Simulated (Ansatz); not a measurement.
Mulliken charges of C$_{2}$H$_{3}$GaNO, SMILES `[CH3][Ga][N]=C=O` radical from PBE/def2-TZVPP in Ansatz (PBE0-D4/def2-TZVP geometry).

```tsv
atom	x (Å)	y (Å)	z (Å)	charge (e)
C1	-1.278	-0.933	0.768	-0.341
Ga2	0.663	-0.606	0.454	0.238
N3	0.983	0.840	-0.688	-0.195
C4	1.855	1.480	-1.213	0.159
O5	2.665	2.132	-1.747	-0.186
H6	-1.698	-0.020	1.196	0.108
H7	-1.740	-1.118	-0.204	0.108
H8	-1.449	-1.776	1.434	0.110
```

Q: By hand: the dipole of these point charges (1 e Å = 4.8032 D).

A: Σ q r = (-0.330, -0.469, 0.377) e Å, of length 0.686 e Å = 3.29 D.

Q: How does the dipole of the full density compare? (An estimate is asked.)

A: Ansatz gave: (-0.373, -0.430, 0.348) e Å, 3.20 D; the point charges give 1.03 times that, at 5° from its direction.

Point charges leave out the atoms' own dipoles, such as those of lone pairs, and Mulliken's split depends on the basis, so the close match here is no proof of good charges.
